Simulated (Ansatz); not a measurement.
`C=C[SiH](F)Cl` + HBr → `C=C[SiH](F)Br` + HCl at 700 K and 1 bar (ligand exchange at the Si–Cl bond).

Isolated molecules relaxed with PBE0-D4/def2-TZVP in Ansatz; ΔE leaves out vibrations. CCSD(T)/CBS is the MP2 limit (def2-TZVPP, def2-QZVPP) plus CCSD(T) − MP2 in def2-TZVPP, frozen cores. This one scheme is used for every species. For Br outer-core shells are correlated without core-valence functions, which leaves a few kJ/mol of doubt a bond. Scalar relativity is left out up to krypton. One conformer a species, not always the lowest.

```tsv
species	CCSD(T)/CBS energy (Eh)	H − E (kJ/mol)	S (J/(mol·K))
`C=C[SiH](F)Cl`	-927.26522	217.9	444.3
HBr	-2573.91920	36.5	223.7
`C=C[SiH](F)Br`	-3040.80170	217.5	457.1
HCl	-460.38127	38.4	211.8
```

H − E and S are ideal-gas, rigid-rotor, harmonic terms from PBE0-D4/def2-TZVP, for one conformer and one mirror image of each species. 1 Eh = 2625.50 kJ/mol, R = 8.31446 J/(mol·K).

Question: By hand: ΔE, ΔH, ΔS and ΔG.

Answer: ΔE = (-3040.80170) + (-460.38127) − (-927.26522) − (-2573.91920) = 0.00145 Eh = 3.8 kJ/mol. Δ(H − E) = 217.5 + 38.4 − 217.9 − 36.5 = 1.5, so ΔH = 5.3 kJ/mol. ΔS = 457.1 + 211.8 − 444.3 − 223.7 = 0.9 J/(mol·K). ΔG = 5.3 − 700 × (0.9)/1000 = 4.7 kJ/mol.

Question: By hand: the equilibrium constant, and the temperature at which ΔG would vanish if ΔH and ΔS stayed fixed.

Answer: log₁₀ K = −ΔG/(RT ln 10) = -0.4. ΔG = 0 at ΔH/ΔS = 5889 K, far beyond where these terms or the molecules hold.

The number of gas molecules stays the same, so ΔS is small and ΔH decides. The sign of ΔG lies within the doubt. A doubt of 5 kJ/mol in ΔE shifts log₁₀ K by 0.4 here. Other conformers and mirror images would add mixing entropy, several J/(mol·K) or more a flexible species. These are equilibria of isolated gas molecules and say nothing of rates. Largest T1 diagnostic: 0.011 (customary marks: 0.02 for closed shells, 0.045 for open ones).
